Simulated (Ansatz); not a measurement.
`FCO[SiH2]F` and `F[SiH2][O][ZnH]` differ in one atom or group.

Ansatz, PBE0-D4/def2-TZVP geometries, multiplicity 1. Each molecule was computed in one conformer, which needn't be the lowest.

Scalar relativity is left out up to krypton.

```csv
property,`FCO[SiH2]F`
LUMO energy (B3LYP/def2-TZVPP) / eV,0.19
size of the dipole moment (B3LYP/def2-TZVPP) / D,1.05
HOMO–LUMO gap (PBE/def2-TZVPP) / eV,7.15
LUMO energy (PBE/def2-TZVPP) / eV,-0.45
HOMO energy (ωB97M-V/def2-TZVPP) / eV,-11.67
LUMO energy (PBE0/def2-TZVPP) / eV,0.46
```

Question: Give the same properties after the change, and the shifts. (An estimate is asked.)

Answer: The calculation gave: 
| property | `F[SiH2][O][ZnH]` | shift |
| --- | --- | --- |
| LUMO energy (B3LYP/def2-TZVPP) / eV | -0.79 | -0.98 |
| size of the dipole moment (B3LYP/def2-TZVPP) / D | 2.01 | 0.96 |
| HOMO–LUMO gap (PBE/def2-TZVPP) / eV | 5.63 | -1.52 |
| LUMO energy (PBE/def2-TZVPP) / eV | -1.35 | -0.90 |
| HOMO energy (ωB97M-V/def2-TZVPP) / eV | -10.71 | 0.96 |
| LUMO energy (PBE0/def2-TZVPP) / eV | -0.48 | -0.94 |

With PBE0 the HOMO rises by 0.86 eV and the LUMO falls by 0.94 eV, so the gap narrows by about 1.80 eV. PBE moves the HOMO by 0.61 eV and ωB97M-V by 0.96 eV. The zero-point energy changes by -65.8 kJ/mol with -6 modes. Dipoles are sizes alone; their direction can turn.

B3LYP here is the variant with VWN-RPA as its local correlation; programs differ in this.
